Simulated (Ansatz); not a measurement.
Conformers of F₂H₄OSSi₂ (`O[SiH](F)S[SiH2]F`), each relaxed with PBE0-D4/def2-TZVP in Ansatz. CBS adds the triple-zeta coupled-cluster correction to the MP2 limit.

Not all of them had a frequency check.

Conformer A:

```xyz
10

O     1.425   -0.847    1.248
Si    0.956    0.684    1.002
F     1.671    1.269   -0.296
S    -1.155    0.862    0.718
Si   -1.310   -0.231   -1.089
F    -0.578   -1.653   -0.904
H     1.026   -1.538    0.712
H     1.348    1.487    2.167
H    -0.636    0.433   -2.222
H    -2.747   -0.467   -1.336
```

Conformer B:

Z-matrix (Å, degrees):
```
Si
F 1 1.594
S 1 2.130 2 107.7
O 1 1.622 2 111.6 3 120.0
H 1 1.468 2 107.9 3 -122.8
Si 3 2.126 1 100.8 2 -24.9
H 4 0.959 1 119.0 2 -74.3
F 6 1.596 3 110.6 1 -60.4
H 6 1.478 3 105.1 1 -177.6
H 6 1.475 3 112.3 1 59.7
```

Task: Which is lowest in electronic energy at CCSD(T)/CBS (frozen core, def2 sets), and by how much? (Best estimate.)

Result: The calculation gave: A; B lies 2.9 kJ/mol higher.

Task: Give the energies relative to A (kJ/mol) with B2PLYP/def2-TZVPP, PBE/def2-TZVPP, PBE0/def2-TZVPP, MP2/def2-TZVPP, HF/def2-QZVPP, MP2/CBS(def2), CCSD/CBS(def2). (Estimate.)

Result: Ansatz gave: 
| level | B |
| --- | --- |
| B2PLYP/def2-TZVPP | 2.5 |
| PBE/def2-TZVPP | 3.0 |
| PBE0/def2-TZVPP | 2.7 |
| MP2/def2-TZVPP | 3.1 |
| HF/def2-QZVPP | -0.5 |
| MP2/CBS(def2) | 2.8 |
| CCSD/CBS(def2) | 2.3 |
